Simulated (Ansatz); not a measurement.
A structure relaxed at PBE0-D4/def2-TZVP, charge 0, multiplicity 1:

| atom | x (Å) | y (Å) | z (Å) |
| --- | --- | --- | --- |
| O1 | -2.186 | -1.415 | 1.804 |
| C2 | -1.229 | -0.712 | 1.253 |
| C3 | -0.337 | -0.023 | 0.837 |
| C4 | 0.726 | 0.773 | 0.270 |
| Ga5 | 1.044 | 0.399 | -1.655 |
| H6 | -2.576 | -2.006 | 1.150 |
| H7 | 1.679 | 0.608 | 0.788 |
| H8 | 0.521 | 1.847 | 0.356 |
| H9 | 0.189 | -0.682 | -2.406 |
| H10 | 2.169 | 1.212 | -2.397 |

Problem. Give its formula and SMILES.

Solution. C3H5GaO, `OC#C[CH2][GaH2]`.

Problem. Point group (tolerance 0.08 Å, 0.16 Å for H)?

Solution. Cs.

Problem. Summarise the bond lengths by kind.

Solution. 1 × C–O 1.309 Å; 1 × H–O 0.964 Å; 2 × C–C 1.202 to 1.443 Å; 1 × C–Ga 1.987 Å; 2 × C–H 1.096 to 1.097 Å; 2 × Ga–H 1.569 to 1.574 Å.

All numbers were calculated with Ansatz.
